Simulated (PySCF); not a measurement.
Isomers C7H4FNO:

A. `O=C=Nc1ccc(F)cc1`
B. `O=C=Nc1cccc(F)c1`
C. `CC#C/C(F)=C(\C#N)C=O`

Spectrum 1. 13C{1H} NMR (computed): δ 185.5 (CH), 173.1 (C), 125.7 (C), 117.3 (C), 111.5 (C), 77.4 (C), 6.4 (CH3).

Spectrum 2. 13C{1H} NMR (computed): δ 173.9 (C), 140.0 (C), 136.5 (CH), 127.9 (CH), 126.9 (C), 118.1 (CH), 117.8 (CH).

Spectrum 3. 13C{1H} NMR (computed): δ 169.7 (C), 133.7 (C), 133.0 (CH), 127.0 (C), 122.8 (CH).

How the numbers were obtained: geometry: GFN2-xTB, shielding tensors at PBE0/pcSseg-1 (GIAO), in PySCF (no relativistic terms, single conformer, no solvent, equivalent nuclei averaged).

References, each an isolated molecule treated in the same way: 13C (σref 186.93) vs TMS. Splittings of carbon signals by F and P are missing where no couplings were computed. Shifts are as computed. Against solution values, carbons near 30 ppm lie about +3 ppm off and those near 130 ppm about +5 ppm. Of 1211 compounds with measured shifts, 218 miss one by over three times the rms of a fit or turn the order of signals round; such compounds aren't used in these exercises.

Which spectrum belongs to which compound?

## Answers

1–C, 2–B, 3–A.

- Spectrum 1 (C): 7 13C signals; δC 185.5 is an aldehyde carbonyl carbon; δC 173.1 is a β carbon of a C=C–C=O unit.
- Spectrum 2 (B): 7 13C signals; δC 173.9 is an aromatic carbon bearing fluorine; δC 140.0 is an aromatic carbon bearing nitrogen.
- Spectrum 3 (A): 5 13C signals; δC 169.7 is an aromatic carbon bearing fluorine; δC 133.0 is an aromatic CH.
